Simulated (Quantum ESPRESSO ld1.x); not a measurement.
Values are calculated unless marked as measured or tabulated.
Q: The mean radii <r> (bohr) of the occupied orbitals of an atom or ion are listed with their occupations. Level of theory: scalar-relativistic Kohn-Sham, LDA (Slater exchange, Perdew-Zunger correlation), spin-polarised, spherical densities, point nucleus (ld1.x of Quantum ESPRESSO 7.5).

orbital  occ.      <r>
1s up       1  0.04409
1s down     1  0.04407
2s up       1   0.1902
2s down     1   0.1905
2p up       3   0.1648
2p down     2   0.1651

Name the element and its charge. Open shells, if any, are filled with parallel spins first.

A: Z = 34, selenium, charge +25: Se25+ in [He] 2s2 2p5. The 1s radius gives Z: for a bare nucleus <r> = (2 gamma + 1)/(2Z) with gamma = sqrt(1 - (Z/c)^2), 0.0432 bohr for Z = 34, and screening makes it slightly larger (0.04409 here). The occupations add up to 9, and the charge is Z minus that.
